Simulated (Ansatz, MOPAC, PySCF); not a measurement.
Lewis adduct: GaH3 (SMILES [GaH3]) (first 4 atoms) with NH3 (SMILES N); geometry from B3LYP-D3(BJ)/def2-TZVP, rigid monomers moved along the line of their centres of mass till Ga1···N5 is 2.51 Å.
(charge 0, multiplicity 1):
| atom | x (Å) | y (Å) | z (Å) |
|---|---|---|---|
| Ga | 0.4703 | -0.3679 | 0.7709 |
| H | 0.0872 | -1.9012 | 0.8392 |
| H | -0.2810 | 0.5411 | -0.2834 |
| H | 1.9285 | 0.0557 | 1.2143 |
| N | -0.7539 | 0.3910 | 2.8230 |
| H | -1.7473 | 0.2048 | 2.7357 |
| H | -0.4097 | -0.0946 | 3.6444 |
| H | -0.6280 | 1.3874 | 2.9659 |

| level | interaction energy (kcal/mol) | minus CCSD(T)/CBS(aug-cc-pVDZ, aug-cc-pVTZ) | cost |
|---|---|---|---|
| AM1 | -35.38 | -14.00 | - |
| HF/STO-3G (no counterpoise) | -31.68 | -10.30 | - |
| PBE-D3(BJ)/def2-TZVPPD | -21.74 | -0.36 | ×1 |
| PBE-D4/def2-TZVPPD | -21.92 | -0.54 | ×1 |
| r2SCAN-D3(BJ)/def2-TZVPPD | -22.92 | -1.53 | ×2 |
| B3LYP/6-31G* | -21.30 | 0.09 | - |
| B3LYP/6-31G* (no counterpoise) | -24.71 | -3.33 | - |
| PBE0-D3(BJ)/def2-TZVPPD | -22.05 | -0.67 | ×1 |
| MP2/aug-cc-pVTZ | -21.33 | 0.06 | - |
| SCS-MP2/aug-cc-pVTZ | -20.55 | 0.84 | - |
| CCSD/aug-cc-pVDZ | -19.97 | 1.41 | - |
| CCSD/aug-cc-pVTZ | -20.70 | 0.69 | - |
| CCSD(T)/aug-cc-pVDZ | -20.31 | 1.07 | ×3 |
| CCSD(T)/CBS(aug-cc-pVDZ, aug-cc-pVTZ) | -21.38 | 0.00 | ×100* |

 The comparison column counts from a level with limits of its own.

The rows run from -35.38 (AM1) to -19.97 kcal/mol (CCSD/aug-cc-pVDZ).

Interaction energies are E(AB) − E(A) − E(B) at the monomers' geometry in the complex; basis-set methods are counterpoise corrected. Rows marked so take none.

Cores are frozen in the correlated methods. Filled d and f shells under p-block atoms count as core. CBS(a, b) extrapolates the correlation energy as X⁻³ and adds the Hartree–Fock energy of set b. Rows in 6-31G*, STO-3G carry no dispersion term and start afresh at each structure (6-31G* with six Cartesian d functions); the Pople sets are all-electron and without relativity. The state that AM1 reach isn't checked.

Run with Ansatz (a quantum-chemistry and plane-wave program) with Gaussian orbitals; MOPAC for AM1 (differences of heats of formation); PySCF for 6-31G* rows, STO-3G rows, the dispersion terms. Values without a source in brackets are computed.

Costs are rough ratios of core time to PBE/def2-TZVPPD (about 6 s over the structures, on one shared machine); a dash marks a level with no comparable run of its own. A star marks coupled-cluster runs past 200 virtual orbitals, where the program's memory plan changes under this machine's limit, so their costs aren't comparable with smaller runs.
